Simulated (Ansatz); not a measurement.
Na₆Cd⁺. Total charge 1; doublet. Geometry PBE/def2-SVP, basis def2-TZVP, Ansatz.

Cartesian coordinates in Å:
```
Cd -0.506 0.406 1.103
Na 1.319 2.765 1.408
Na 1.172 -2.299 0.983
Na -2.561 -1.768 1.297
Na 2.150 0.353 -1.305
Na -0.899 2.079 -1.579
Na -0.676 -1.536 -1.907
```

| run | HOMO (eV) | LUMO (eV) |
| --- | --- | --- |
| A | -6.14 | -5.17 |
| B | -7.95 | -3.38 |
| C | -6.22 | -5.33 |
| D | -6.09 | -5.59 |
| E | -6.54 | -4.98 |
| F | -5.89 | -5.54 |

In the def2 sets Cd takes a core potential; there is no spin–orbit coupling. LC-ωPBE has ω = 0.4 bohr⁻¹. HSE06 is defined as in plane-wave codes, on full-range PBE exchange. The structure comes from a short search, and lower isomers may exist.

HOMO and LUMO are taken over both spins.

The runs used BLYP, HSE06, LC-ωPBE, PBE, PBE0, r2SCAN. Estimate which is which.

A r2SCAN (0 % exact exchange); B LC-ωPBE (range-separated); C HSE06 (range-separated); D PBE (0 % exact exchange); E PBE0 (25 % exact exchange); F BLYP (0 % exact exchange). Exact exchange lowers occupied and raises empty levels; among semilocal functionals meta-GGAs tend to open the gap a little, and such runs are hard to tell apart. The gap grows from 0.35 eV (BLYP) to 4.57 eV (LC-ωPBE).
